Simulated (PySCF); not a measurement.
TTF, SMILES S1C(SC=C1)=C1SC=CS1 (C6H4S4) at its PBE0/def2-SVP optimised geometry (Å):

```
14

C     -1.1604    -3.0335    -0.0008
C     -2.2862    -2.3070    -0.0008
S     -2.1370    -0.5682    -0.0001
C     -0.3666    -0.5682    -0.0001
C      0.3667     0.5682     0.0000
S     -0.3626     2.1813     0.0000
C      1.1604     3.0335     0.0006
C      2.2862     2.3070     0.0006
S      2.1370     0.5682     0.0000
S      0.3626    -2.1813     0.0000
H     -1.1267    -4.1240    -0.0012
H     -3.2937    -2.7255    -0.0011
H      1.1267     4.1240     0.0010
H      3.2937     2.7255     0.0009
```

Calculation: PBE0/def2-TZVP (PySCF). Cells within 0.4 Å of a nucleus heavier than hydrogen are left out (blank, or x).

Map of the electrostatic potential (hartree/e), clipped to [-0.08, 0.12] on the plane z = 0.0 Å:

```
|00000000000111111111111111110|
|00000000000111122221111111111|
|00000000000111223322111111111|
|00000000000112246642211111111|
|00000000000112389973222211111|
|00000000000123599994322221111|
|00000000000246899996455322111|
|0000000000049999xx99999632111|
|0000000000199999xx99999832111|
|0000000000299xx9999x999632111|
|0000000000399x999999996321111|
|00000000014999999999995321111|
|000000001468999x9999995211110|
|00000002999999xx99xx994111000|
|00000129999999999999992100000|
|000111499xx99xx99999920000000|
|0111125999999x999864100000000|
|11112359999999999941000000000|
|111123699999999x9930000000000|
|111236999x9999xx9920000000000|
|11123899999xx9999910000000000|
|11123699999xx9999400000000000|
|11122355469999864200000000000|
|11112222349999532100000000000|
|11111222237998321100000000000|
|11111111224664221100000000000|
|11111111122332211100000000000|
|11111111112222111100000000000|
|01111111111111111100000000000|
```
Scale: ten equal steps from -0.009 (start of '0') to 0.120 (end of '9'), in the order '0123456789'; x runs from -6.50 to 6.50, y from -6.50 (bottom) to 6.50 (top).
